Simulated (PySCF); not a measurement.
# [Zr(H)4] (charge 0, multiplicity 1)

The numbers are results of PySCF with TPSSh-D3(BJ)/def2-TZVP // BP86-D3(BJ)/def2-SVP, not measurements.

```yaml
HOMO: -7.96 eV
dipole_moment: 0.00 D
HOMO–LUMO gap: 5.05 eV
LUMO: -2.90 eV
charge on the central atom (Mulliken): 0.81 e
total_energy: -49.3612 Ha
cost: around 40 core-seconds (rough)
```

```xyz
5

Zr     0.0000     0.0000     0.0001
H      0.5395     0.9359    -1.5075
H      0.0708    -1.8210    -0.3446
H     -1.7376     0.4795     0.4365
H      1.1274     0.4054     1.4158
```
Charge 0, spin multiplicity 1.
